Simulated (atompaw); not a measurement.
# What the settings do to the PAW (atompaw) potential of lead

Base potential:

atompaw 4.2.0.5 input, output lines left out:

```
Pb 82
GGA-PBE scalarrelativistic loggrid 2001 logderivrange -13 5 451
6 6 5 4 0 0
6 1 2
0 0 0
c
c
c
c
v
v
c
c
c
v
v
c
c
v
c
2
2.30 2.00 2.10 2.15
n
n
y
-0.5
n
custom polynom2 7 10 vanderbiltortho sinc
bessel
1.30
1.30
1.80
2.30
2.30
2.30
```

Cutoffs, loose and tight: the cutoffs (Ry, on a coarse ladder) from which the occupation-weighted sum of valence levels, in a spherical-Bessel basis at the reference potential, stays within 10 and 1 mRy of its value at 400 Ry. They see the waves, projectors and local potential, not the compensation charge or the core. A dash means not determined.

```csv
change,outcome,"cutoff, loose","cutoff, tight",bound ghosts
base,generated,40 Ry,180 Ry,none
"augmentation sinc compensation charge, radius 2.00 bohr; PAW radius 2.30 bohr; waves and projectors: custom polynom gramschmidtortho",generated,45 Ry,70 Ry,none
"local potential bessel scheme, radius 1.58 bohr",generated,40 Ry,180 Ry,none
wave 6s (bound): rc 1.30 bohr becomes 6s (bound): rc 1.58 bohr,generated,35 Ry,160 Ry,none
"augmentation sinc compensation charge, radius 2.00 bohr; PAW radius 2.30 bohr; waves and projectors: custom rrkj vanderbiltortho",generated,45 Ry,70 Ry,none
```

**Question.** What comes out with this change to the base: wave 6p (bound): rc 2.30 bohr becomes 6p (bound): rc 1.18 bohr?

**Answer.** outcome: generated; cutoff, loose: 50 Ry; cutoff, tight: 260 Ry; bound ghosts: none.

**Question.** What comes out with this change to the base: all radii scaled by about 0.95 (s 1.24, p 1.70, d 2.18 bohr); local potential bessel scheme, radius 2.00 bohr; augmentation sinc compensation charge, radius 1.90 bohr; PAW radius 2.18 bohr; waves and projectors: custom polynom2 7 10 vanderbiltortho; core correction smooth core density matched at 2.04 bohr?

**Answer.** outcome: generated; cutoff, loose: 45 Ry; cutoff, tight: 200 Ry; bound ghosts: none.
